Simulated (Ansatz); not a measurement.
Computed with Ansatz on PBE0-D4/def2-TZVP structures; ΔE is electronic, products minus reactants. CCSD(T)/CBS adds triple-zeta CCSD(T) − MP2 to the extrapolated MP2 energy (def2 sets, frozen cores). This one scheme is used for every species. DFT in def2-TZVPP. One conformer a species, not always the lowest.

Reaction (cleavage of the Si–Si bond): `N[SiH](N)[SiH3]` + `CC(C)=N` → `CC(C)=N[SiH3]` + `N[SiH2]N`

```json
{"species": "`N[SiH](N)[SiH3]`", "r2SCAN-D4 energy (Eh)": "-693.31060"}
{"species": "`CC(C)=N`", "r2SCAN-D4 energy (Eh)": "-173.23621"}
{"species": "`CC(C)=N[SiH3]`", "r2SCAN-D4 energy (Eh)": "-463.92348"}
{"species": "`N[SiH2]N`", "r2SCAN-D4 energy (Eh)": "-402.63546"}
```

Question: Work out ΔE.

Answer: ΔE = (-463.92348) + (-402.63546) − (-693.31060) − (-173.23621) = -0.01213 Eh = -7.6 kcal/mol. CCSD(T)/CBS gives -8.3 kcal/mol.

Largest T1 diagnostic among the species: 0.012.

In def2-TZVPP, CCSD(T) changes the Hartree–Fock value by +3.7 kcal/mol (the triples alone add +0.3 kcal/mol) and MP2 by +1.3 kcal/mol. From PBE to PBE0 (25 % exact exchange), in def2-TZVPP and without D4, ΔE moves by −1.2 kcal/mol.
